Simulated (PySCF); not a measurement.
# J couplings in C$_{5}$H$_{10}$Se

Geometry:
```tsv
atom	x (Å)	y (Å)	z (Å)
C1	2.177	0.110	-0.225
C2	0.777	0.206	0.346
C3	-0.167	-0.902	-0.105
C4	-1.600	-0.463	0.159
C5	-1.798	0.897	-0.499
Se6	-0.131	1.888	-0.185
H7	2.156	0.142	-1.325
H8	2.652	-0.835	0.086
H9	2.819	0.933	0.124
H10	0.825	0.220	1.447
H11	0.076	-1.846	0.412
H12	-0.026	-1.078	-1.186
H13	-2.330	-1.194	-0.223
H14	-1.764	-0.376	1.246
H15	-2.641	1.459	-0.074
H16	-1.952	0.802	-1.584
```

Indirect spin–spin couplings were computed at B3LYP/pcJ-1 (pcSseg-1 on Se) (without the spin–dipole term) (PySCF 2.14) on a PBE0-D3(BJ)/def2-SVP structure, for the isolated molecule, without vibrational or relativistic corrections. Couplings are averaged over pairs made equivalent by symmetry, fast rotation or ring inversion, so a value needn't be that of the named pair in this geometry, while other rotamers aren't included; one pair stands for each set, and the list holds a selection of those of at least 1.5 Hz over up to four bonds.

Isotopes: 13C, 1H.

```json
{"pair": "C1, C2", "bonds": "1", "J (Hz)": "39.3"}
{"pair": "C1, H7", "bonds": "1", "J (Hz)": "133.7"}
{"pair": "C2, C3", "bonds": "1", "J (Hz)": "?"}
{"pair": "C2, H10", "bonds": "1", "J (Hz)": "147.8"}
{"pair": "C3, C4", "bonds": "1", "J (Hz)": "36.1"}
{"pair": "C3, H11", "bonds": "1", "J (Hz)": "134.5"}
{"pair": "C3, H12", "bonds": "1", "J (Hz)": "132.9"}
{"pair": "C4, C5", "bonds": "1", "J (Hz)": "34.1"}
{"pair": "C4, H13", "bonds": "1", "J (Hz)": "?"}
{"pair": "C4, H14", "bonds": "1", "J (Hz)": "134.2"}
{"pair": "C5, H15", "bonds": "1", "J (Hz)": "150.8"}
{"pair": "C5, H16", "bonds": "1", "J (Hz)": "149.5"}
{"pair": "C2, H12", "bonds": "2", "J (Hz)": "-4.5"}
{"pair": "C3, H13", "bonds": "2", "J (Hz)": "-1.5"}
{"pair": "C4, H12", "bonds": "2", "J (Hz)": "-3.9"}
{"pair": "C4, H15", "bonds": "2", "J (Hz)": "-2.5"}
{"pair": "C4, H16", "bonds": "2", "J (Hz)": "?"}
{"pair": "H7, H8", "bonds": "2", "J (Hz)": "?"}
{"pair": "H11, H12", "bonds": "2", "J (Hz)": "-13.5"}
{"pair": "H13, H14", "bonds": "2", "J (Hz)": "-13.6"}
{"pair": "C1, C4", "bonds": "3", "J (Hz)": "?"}
{"pair": "H10, H11", "bonds": "3", "J (Hz)": "?"}
{"pair": "H10, H12", "bonds": "3", "J (Hz)": "13.2"}
{"pair": "H13, H16", "bonds": "3", "J (Hz)": "?"}
{"pair": "H14, H15", "bonds": "3", "J (Hz)": "?"}
{"pair": "H14, H16", "bonds": "3", "J (Hz)": "14.4"}
```

Q: Estimate the withheld couplings, with signs.

A: 
- 1J(C2,C3) = 35.0 Hz (bond length 1.524 Å)
- 1J(C4,H13) = 135.4 Hz (bond length 1.102 Å, sp3 carbon)
- 2J(C4,H16) = -2.2 Hz (angle at C5 112°)
- 2J(H7,H8) = -13.7 Hz
- 3J(C1,C4) = 4.1 Hz (dihedral angle 162°)
- 3J(H10,H11) = 6.0 Hz (dihedral angle 49°)
- 3J(H13,H16) = 6.6 Hz (dihedral angle 44°)
- 3J(H14,H15) = 8.1 Hz (dihedral angle 40°)

Relativistic effects of the heavier atoms present are left out.
